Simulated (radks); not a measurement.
Task: Neutral nickel, configuration [Ar] 3d8 4s2. All-electron calculation, Dirac Kohn-Sham, LDA (Slater exchange, Perdew-Wang correlation), spin-unpolarised, spherical densities, point nucleus; open shells are shared between the two j in proportion to 2j + 1. Program: a radial shooting solver on a logarithmic mesh with Libxc functionals.

Spin-orbit splittings of the eigenvalues, e(l+1/2) - e(l-1/2), with zeta = 2 splitting/(2l+1) and mean radii in bohr:

shell  occ.  splitting (eV)  zeta (eV)  <r> j=l-1/2  <r> j=l+1/2
2p        6               ?          ?       0.2133       0.2166
3p        6           2.221      1.481       0.7725       0.7828
3d        8          0.2405    0.09622        1.006        1.014

Estimate the 2p splitting.

Result: 17.44 eV (zeta = 11.63 eV).
